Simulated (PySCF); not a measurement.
**MI cations for M along group 14**

HF with double-zeta basis sets in PySCF, for the lowest determinant that a PBE0 search found; no spin–orbit coupling. De refers to high-spin ground-configuration atoms (the charge goes to the atom of lower measured ionisation energy or higher electron affinity, which is not always the lowest computed limit). A positive dipole points towards I; it is taken about the centre of mass and depends on that origin.

```
 M                       basis  reference  charged atom  state (unpaired electrons)  Re (Å)  ωe (cm⁻¹)  De (eV)  μ (D)
 C  aug-cc-pVDZ/aug-cc-pVDZ-PP        RHF            I+      singlet (closed shell)   1.906        872     1.73  -0.62
Si                  x2c-SVPall        RHF           Si+      singlet (closed shell)   2.321        468     2.56  -5.55
Ge                    def2-SVP        RHF           Ge+      singlet (closed shell)   2.408        311     2.23  -4.42
Sn                  x2c-SVPall        RHF           Sn+      singlet (closed shell)   2.614        247     2.08  -5.01
Pb                    def2-SVP        RHF           Pb+      singlet (closed shell)   2.711        204      n/a  -4.90
```

The shortest bond is that of CI⁺ (1.906 Å), the longest that of PbI⁺ (2.711 Å).

The rows differ in basis set, which adds steps of its own.

Down a group the atoms grow and get heavier, so bonds lengthen and wavenumbers fall; this series shows no clear exception.

These are scalar-relativistic numbers at best; spin–orbit coupling would shift them, the dissociation energy most. For an ion De counts to the pair picked by the measured ionisation energies or electron affinities, which need not be the lowest pair at this level. Where the molecule has an RHF reference, its open-shell atoms are computed with UHF. Hartree–Fock leaves out correlation, which carries a large part of most bond energies and some tenths to 1 eV of ionisation energies.
